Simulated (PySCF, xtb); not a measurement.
C3H6FNSi, SMILES C1N([SiH3])C(=C1)F.

GFN2-xTB in xtb 6.7.1 at its own geometry gives an orbital gap of 4.41 eV and a dipole moment of 2.23 D.

Coordinates come from a B3LYP-D3(BJ)/def2-SVP optimisation. This is a generated structure with no PubChem entry under its InChIKey; it may be hypothetical.

Q: What does PySCF with PBE/def2-TZVP give? (Estimate from the structure and the level; the computed values follow.)

A: gap 4.54 eV (levels -5.04 and -0.51 eV), dipole 1.38 D.
